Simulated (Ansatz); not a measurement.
CH5BrInN, SMILES `[CH3][In]([NH2])[Br]`, relaxed with RKS PBE0-D4/def2-TZVP in Ansatz from a PBE-D4/def2-SVP geometry. The force threshold is 0.005 eV/Å; the program also tests the step.

The species carries charge 0 and has multiplicity 1. In takes the def2 core potential.

Start:

```xyz
9

C    -0.690    1.577   -0.456
In    0.270   -0.147    0.426
N     0.301   -2.121   -0.116
Br    1.315    0.103    2.721
H    -0.876    2.320    0.341
H    -0.015    2.011   -1.219
H    -1.642    1.273   -0.931
H     0.315   -2.335   -1.119
H     1.022   -2.682    0.353
```

How much energy does the relaxation release, and in how many steps? (An estimate is asked.)

The calculation gave: 0.06 eV, in 32 steps, 5 of them rejected.

Which bonds change most? (Estimate.)

Ansatz gave: In2–N3 from 2.047 to 2.004 Å; In2–Br4 from 2.534 to 2.493 Å; C1–In2 from 2.162 to 2.128 Å; N3–H9 from 1.027 to 1.009 Å.

Give the relaxed structure. (Best estimate.)

Computed: 
```xyz
9

C    -0.679    1.551   -0.452
In    0.298   -0.135    0.403
N     0.265   -2.086   -0.056
Br    1.610    0.194    2.496
H    -1.318    2.007    0.305
H     0.073    2.278   -0.758
H    -1.279    1.259   -1.313
H     0.073   -2.389   -0.998
H     0.958   -2.681    0.373
```
